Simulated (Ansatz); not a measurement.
Cost and result for the atomization energy of C2H4BN (8 atoms, 9 bonds).

```xyz
8

B    -0.900   -0.193    0.380
C    -0.419    0.800   -0.669
N     0.645    1.088   -1.175
C     0.782   -0.087   -0.088
H    -1.126    0.256    1.462
H    -1.454   -1.165   -0.033
H     1.090   -0.984   -0.607
H     1.383    0.286    0.729
```

The species carries charge 0 and has multiplicity 1. The bonds changed during the relaxation, so this is another structure than the one it started from. The geometry is a stationary point of PBE0-D4/def2-TZVP. Program: Ansatz. All runs use 2 threads of an Arm Neoverse V2 on a shared host. Times are those of one run each, without the atoms' runs, and a repeat can differ threefold. Electronic energies, without spin–orbit coupling; frozen cores. CCSD(T)/CBS adds CCSD(T) − MP2 in def2-TZVPP to the MP2 limit, and its time is that of the two runs behind it. T1 = 0.013. B3LYP takes the VWN-RPA correlation (the form of Gaussian; ORCA's B3LYP/G). HSE06 is the plane-wave form, built on full-range PBE exchange.

CCSD(T)/CBS is a level of theory with its own doubt, some kJ/mol a heavy atom from the limit and from the frozen cores, so smaller differences don't rank the functionals.

```
                            level  functions  wall time  atomization (kcal/mol)  difference from CCSD(T)/CBS  per bond
           LDA (SPW92)/def2-TZVPP        180      0.9 s                   877.5                        127.8      14.2
             revPBE-D4/def2-TZVPP        180      1.4 s                   764.6                         14.9       1.7
                 CCSD(T)/def2-SVP         76      1.6 s                   715.0                        -34.7      -3.8
  PBE-D4/def2-TZVPP (with forces)        180      1.8 s                   785.5                         35.8       4.0
              HSE06-D4/def2-TZVPP        180      2.1 s                   765.3                         15.6       1.7
B3LYP-D4/def2-TZVPP (with forces)        180      2.4 s                   756.7                          7.0       0.8
                B2PLYP/def2-TZVPP        180      3.4 s                   749.5                         -0.2       0.0
              PBE-QIDH/def2-TZVPP        180      3.5 s                   753.3                          3.6       0.4
                B97M-V/def2-TZVPP        180      6.5 s                   759.9                         10.2       1.1
 ωB97M-V/def2-TZVPP (with forces)        180      7.5 s                   759.6                          9.9       1.1
                   MP2/def2-QZVPP        348       13 s                   762.0                         12.3       1.4
               CCSD(T)/def2-TZVPP        180       32 s                   730.3                        -19.4      -2.2
                CCSD(T)/CBS(def2)          –       45 s                   749.7                          0.0       0.0
```

From r2SCAN to r2SCAN0 (25 % exact exchange), in def2-TZVPP and without D4, the atomization energy moves by −16.0 kcal/mol: exact exchange takes away binding that semilocal exchange gives to molecules. The D4 term adds +4.8 kcal/mol with B3LYP and +2.4 kcal/mol with PBE0; it sums over pairs of atoms, weighted by their polarisabilities, and B3LYP, whose exchange is more repulsive, gets the larger term. At CCSD(T), def2-SVP lies −34.6 kcal/mol from the extrapolated value and def2-TZVPP −19.4 kcal/mol: correlation converges slowly with the basis, and small sets miss more of it in the bonded molecule than in its fragments.
